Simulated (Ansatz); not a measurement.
`N[SiH2]C(N)[SiH3]` + `Cl[SiH2][O][SnH3]` → `N[SiH2][O][SnH3]` + `NC([SiH3])[SiH2]Cl`  (redistribution)

Isolated molecules relaxed with PBE0-D4/def2-TZVP in Ansatz; ΔE leaves out vibrations. CBS: MP2 limit from def2 TZ/QZ plus the TZ coupled-cluster correction, frozen cores. def2 core potentials past Kr. For Sn outer-core shells are correlated without core-valence functions, which leaves a few kJ/mol of doubt a bond. One conformer a species, not always the lowest.

`N[SiH2]C(N)[SiH3]`:

Cartesian coordinates in Å:
```
N -2.419 0.611 -0.939
Si -1.181 0.616 0.249
C 0.317 -0.461 -0.141
N 0.941 0.103 -1.355
Si 1.525 -0.686 1.288
H -2.179 0.828 -1.893
H -3.137 -0.094 -0.901
H -1.796 0.171 1.529
H -0.648 2.001 0.385
H -0.100 -1.445 -0.394
H 1.310 1.028 -1.163
H 1.723 -0.463 -1.666
H 2.704 -1.466 0.813
H 2.018 0.647 1.736
H 0.922 -1.390 2.453
```

`Cl[SiH2][O][SnH3]`:

Z-matrix (Å, degrees):
```
Si
O 1 1.609
Cl 1 2.072 2 109.9
H 1 1.481 2 111.3 3 117.7
H 1 1.481 2 111.5 3 -117.6
Sn 2 1.976 1 135.2 3 3.8
H 6 1.700 2 102.5 1 177.6
H 6 1.700 2 106.6 1 -63.2
H 6 1.701 2 106.7 1 58.4
```

`N[SiH2][O][SnH3]`:

```xyz
11

N    -0.640   -0.254    1.505
Si    0.976    0.050    0.993
O     1.104   -0.066   -0.625
Sn   -0.381    0.103   -1.910
H    -0.978   -1.186    1.680
H    -1.135    0.425    2.057
H     1.282    1.428    1.464
H     1.933   -0.928    1.575
H    -1.247    1.525   -1.545
H    -1.338   -1.301   -1.786
H     0.423    0.203   -3.408
```

`NC([SiH3])[SiH2]Cl`:

```xyz
13

N    -1.597   -0.204    0.483
C    -0.305   -0.466   -0.165
Si    0.209    0.882   -1.390
Si    0.970   -0.851    1.146
Cl    1.116    0.775    2.410
H    -1.531    0.594    1.103
H    -2.316    0.006   -0.200
H    -0.377   -1.410   -0.725
H     1.474    0.551   -2.103
H     0.366    2.175   -0.675
H    -0.886    1.030   -2.390
H     2.303   -1.070    0.532
H     0.575   -2.013    1.974
```

| species | HF/def2-QZVPP energy (Eh) |
| --- | --- |
| `N[SiH2]C(N)[SiH3]` | -730.58172 |
| `Cl[SiH2][O][SnH3]` | -1039.75042 |
| `N[SiH2][O][SnH3]` | -635.84155 |
| `NC([SiH3])[SiH2]Cl` | -1134.48920 |

(1) Work out ΔE.

Largest T1 diagnostic among the species: 0.013.

Results:

(1) ΔE = (-635.84155) + (-1134.48920) − (-730.58172) − (-1039.75042) = 0.00139 Eh = +3.6 kJ/mol. CCSD(T)/CBS gives -2.8 kJ/mol.

In def2-TZVPP, CCSD(T) changes the Hartree–Fock value by −6.0 kJ/mol (the triples alone add −1.1 kJ/mol) and MP2 by −6.5 kJ/mol.
